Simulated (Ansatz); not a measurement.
`[CH3][GeH2][CH]=O` + `NC(F)S` → `CSC(N)F` + `O=[CH][GeH3]`  (substitution at a C–Ge bond)

Program: Ansatz. Geometries: PBE0-D4/def2-TZVP. ΔE: electronic, gas phase. CCSD(T)/CBS adds triple-zeta CCSD(T) − MP2 to the extrapolated MP2 energy (def2 sets, frozen cores). DFT in def2-TZVPP. For Ge outer-core shells are correlated without core-valence functions, which leaves a few kJ/mol of doubt a bond. Scalar relativity is left out up to krypton. Each species was taken in one conformer, which may not be the lowest.

**Question.** Is it downhill or uphill in electronic energy at CCSD(T)/CBS, and by how much? (Estimate.)

**Answer.** The calculation gave: Uphill: ΔE = +0.27 eV.

**Question.** What do these levels give: PBE-D4, ωB97M-V, PBE0, HF/CBS(def2), MP2/CBS(def2), CCSD/CBS(def2)? (Best estimate.)

**Answer.** The calculation gave: PBE-D4 0.23, ωB97M-V 0.25, PBE0 0.25, HF/CBS(def2) 0.26, MP2/CBS(def2) 0.27, CCSD/CBS(def2) 0.28 eV.

Largest T1 diagnostic among the species: 0.014.

In def2-TZVPP, CCSD(T) changes the Hartree–Fock value by +0.03 eV (the triples alone add −0.01 eV) and MP2 by +0.04 eV.
